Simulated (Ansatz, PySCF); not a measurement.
C2H6GeN2, SMILES [NH2][Ge@H]1[CH]=N[CH2]1. Atoms are numbered in the order given.

```xyz
11

N      1.8657     0.0313     0.8122
Ge     0.3833    -0.2160    -0.2193
C     -1.3290    -0.7196     0.6282
N     -2.0007     0.2911     0.2209
C     -1.0599     1.1551    -0.5032
H      2.7536     0.1373     0.3327
H      1.8004     0.6848     1.5856
H      0.8713    -1.0268    -1.4396
H     -1.7971    -1.5204     1.2202
H     -0.9328     2.1195     0.0154
H     -1.4040     1.3715    -1.5278
```
Charge 0, spin multiplicity 1.

Geometry: PBE0-D3(BJ)/def2-SVP. The structure was generated by enumeration; whether it is a known compound was not checked. One conformer was computed; it need not be the lowest.

Two levels are set side by side: PBE-D3(BJ)/def2-SVP (Ansatz, a program for electronic structure) and PBE0-D3(BJ)/def2-SVP (Ansatz). Each level has its own optimised geometry; the coordinates shown are those of the second. Frequencies come from the Hessian of PySCF at each geometry. Differences are taken from unrounded values.

```tsv
quantity	PBE0-D3(BJ)	PBE-D3(BJ)	PBE-D3(BJ) minus PBE0-D3(BJ)
mean bond length (Å)	1.403	1.418	0.015
bond N1–Ge2 (Å)	1.823	1.849	0.026
bond Ge2–C3 (Å)	1.976	1.997	0.021
bond Ge2–C5 (Å)	2.011	2.042	0.031
bond C3–N4 (Å)	1.280	1.292	0.012
bond N4–C5 (Å)	1.468	1.475	0.007
bond N1–H6 (Å)	1.015	1.025	0.011
bond N1–H7 (Å)	1.015	1.025	0.011
bond Ge2–H8 (Å)	1.544	1.561	0.017
bond C3–H9 (Å)	1.100	1.109	0.009
bond C5–H10 (Å)	1.102	1.111	0.008
bond C5–H11 (Å)	1.102	1.111	0.008
highest harmonic wavenumber (cm⁻¹)	3703	3558	-145
mean harmonic wavenumber (cm⁻¹)	1319	1268	-51
zero-point energy (kcal/mol)	50.90	48.93	-1.97
```

Exact exchange shortens and stiffens bonds; PBE has none. Differences between two approximate levels are no errors against the true value.
